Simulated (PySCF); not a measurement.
**Dipole response of Ne (neon, neutral)**

[Ne], closed-shell 1S. Computed with PySCF 2.14 in def2-TZVPPD (6s4p3d1f, 40 functions), with the non-relativistic Hamiltonian (point nucleus). Coupled (time-dependent) response in atomic units; α is the mean over directions.

| method | mean α (bohr³) | C₆ (like pair) | S(−4) |
| --- | --- | --- | --- |
| UHF | 2.357 | 5.439 | 1.983 |
| PBE | 2.965 | 7.241 | 3.714 |
| PBE0 | 2.749 | 6.586 | 3.015 |
| M06-L | 2.864 | 6.933 | 3.338 |
| wB97M-V | 2.824 | 6.791 | 3.296 |

S(−4) is the Cauchy moment in α(ω) = α(0) + S(−4) ω² + …

Reference α: 2.661 bohr³ (recommended; Schwerdtfeger and Nagle, table of static dipole polarizabilities (2023 update)). Published C₆: 6.200 (Chu and Dalgarno (2004); Tang, Norbeck and Certain (1976)).

α(iu) at PBE:

```csv
u (hartree),α(iu) (bohr³)
0,2.965
0.0500,2.956
0.100,2.928
0.200,2.827
0.300,2.681
0.500,2.332
0.750,1.910
1.00,1.560
1.50,1.076
2.00,0.7835
3.00,0.4725
5.00,0.2267
```

A single London oscillator, α(iu) = α/(1 + u²/ω²), gives C₆ = (3/4) ω α². Matching the computed C₆ needs ω = 4 × 7.241 / (3 × 2.965²) = 1.10 hartree.
